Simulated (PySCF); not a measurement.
Coordinates in bohr (charge 1 multiplicity 1):
```
I     0.0000    0.0000    0.0000
O    -0.0011    0.0000    3.3049
O     2.8627    0.0000   -1.6515
O    -2.8616    0.0000   -1.6534
```

Method: PBE0 in PySCF with I x2c-TZVPall, O x2c-TZVPall; spin-free X2C, no spin–orbit coupling; density-fitted integrals.

This geometry of [IO3]+ is a stationary point at this level.

(1) What is the point group?

(2) Is it a minimum?

(3) List the harmonic modes with their infrared intensities.

(4) What are the dipole moment and the gap between the highest occupied and lowest empty levels?

(5) Give the atomic charges and bond orders.

Answers

(1) D3h.

(2) Yes: all harmonic wavenumbers are real.

(3) 
```json
{"symmetry": "a2''", "ω (cm⁻¹)": "141", "IR (km/mol, summed over degenerate members)": "15.3", "type": "bend"}
{"symmetry": "e'", "ω (cm⁻¹)": "243", "IR (km/mol, summed over degenerate members)": "32.5", "type": "bend"}
{"symmetry": "a1'", "ω (cm⁻¹)": "862", "IR (km/mol, summed over degenerate members)": "0.0", "type": "stretch"}
{"symmetry": "e'", "ω (cm⁻¹)": "938", "IR (km/mol, summed over degenerate members)": "23.8", "type": "stretch"}
```

(4) 0.00 D about the centre of mass and 5.02 eV.

(5) 
| atom | Mulliken | Löwdin | polar tensor | Mayer order to I1 |
| --- | --- | --- | --- | --- |
| I1 | 1.71 | 1.97 | 1.63 | – |
| O2,3,4 | -0.24 | -0.32 | -0.21 | 1.73 |

Other isomers or separated fragments may lie lower.
